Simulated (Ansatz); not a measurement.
Reaction (ligand exchange at the Si–N bond): `[SiH3]/N=C\N[SiH3]` + `BN` → `BN[SiH3]` + `N/C=N/[SiH3]`

Isolated molecules relaxed with PBE0-D4/def2-TZVP in Ansatz; ΔE leaves out vibrations. CCSD(T)/CBS adds triple-zeta CCSD(T) − MP2 to the extrapolated MP2 energy (def2 sets, frozen cores). This one scheme is used for every species. Double bonds are as drawn, so ΔE can hold a change between cis and trans. Functionals use def2-TZVPP. Each species was taken in one conformer, which may not be the lowest.

(1) Is it downhill or uphill in electronic energy at CCSD(T)/CBS, and by how much? (An estimate is asked.)

(2) What do these levels give: PBE-D4, B97M-V, BHLYP-D4, ωB97M-V, LC-ωPBE, HF/CBS(def2)? (Best estimate.)

Largest T1 diagnostic among the species: 0.014.

Answers

(1) The calculation gave: Downhill: ΔE = -8.6 kJ/mol.

(2) Computed: PBE-D4 -4.3, B97M-V -9.5, BHLYP-D4 -7.2, ωB97M-V -9.5, LC-ωPBE -13.0, HF/CBS(def2) -21.0 kJ/mol.

In def2-TZVPP, CCSD(T) changes the Hartree–Fock value by +11.5 kJ/mol (the triples alone add +1.8 kJ/mol) and MP2 by +10.6 kJ/mol. The D4 term adds +8.4 kJ/mol with B3LYP and +4.8 kJ/mol with PBE0; it sums over pairs of atoms, weighted by their polarisabilities, and B3LYP, whose exchange is more repulsive, gets the larger term.

B3LYP here is the variant with VWN-RPA as its local correlation; programs differ in this.
